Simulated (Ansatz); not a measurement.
C3H9BSi can be A, `C[SiH]1BCC1`, or B, `BC(=C)[SiH2]C`.

Gas-phase electronic energies from Ansatz, PBE0-D4/def2-TZVP geometries. CCSD(T)/CBS adds triple-zeta CCSD(T) − MP2 to the extrapolated MP2 energy (def2 sets, frozen cores). DFT in def2-TZVPP. B3LYP here is the variant with VWN-RPA as its local correlation; programs differ in this. One conformer a species, not always the lowest.

Which is lower in electronic energy at CCSD(T)/CBS, and by how much? (Estimate.)

Ansatz gave: B, by 21.7 kJ/mol.

Give E(B) − E(A) in kJ/mol with HF/def2-TZVPP, MP2/def2-TZVPP, CCSD/def2-TZVPP, B3LYP, PBE0-D4, B3LYP-D4, ωB97M-V. (Best estimate.)

Ansatz gave: HF/def2-TZVPP -55.9, MP2/def2-TZVPP -21.0, CCSD/def2-TZVPP -24.0, B3LYP -33.7, PBE0-D4 0.7, B3LYP-D4 -33.2, ωB97M-V -16.5. The order is the other way round with PBE0-D4.

Largest T1 diagnostic: 0.011.

In def2-TZVPP, CCSD(T) changes the Hartree–Fock value by +31.8 kJ/mol (the triples alone add −0.0 kJ/mol) and MP2 by +34.9 kJ/mol. From PBE to PBE0 (25 % exact exchange), in def2-TZVPP and without D4, E(B) − E(A) moves by +3.5 kJ/mol.
